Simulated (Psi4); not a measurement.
Approach curve of the dimer CH4 ··· C2H3N (SMILES C and CC#N). Monomers: optimised at B3LYP-D3(BJ) (def2-TZVP), held rigid. Orientation: lowest of the rigid-body minima from ten starts at GFN2-xTB. The monomers approach along the line of their centres of mass (distance R); nothing else relaxes.

Calculation: SAPT0/jun-cc-pVDZ, frozen core run with Psi4.

Components in kJ/mol:

```
R / Å  electrostatics  exchange  induction  dispersion  total
-----  --------------  --------  ---------  ----------  -----
3.11           -16.22     44.11      -5.12      -13.16   9.60
3.28            -9.88     25.45      -3.13       -9.56   2.88
3.47            -5.80     13.63      -1.84       -6.77  -0.78
3.70            -3.18      6.34      -1.01       -4.53  -2.38
3.86            -2.17      3.70      -0.68       -3.47  -2.62
4.10            -1.31      1.64      -0.40       -2.36  -2.42
4.38            -0.80      0.63      -0.23       -1.54  -1.94
4.71            -0.50      0.20      -0.13       -0.97  -1.40
5.19            -0.30      0.04      -0.07       -0.52  -0.85
5.91            -0.16      0.00      -0.03       -0.23  -0.41
6.87            -0.08      0.00      -0.01       -0.09  -0.18
8.17            -0.03      0.00       0.00       -0.03  -0.07
```
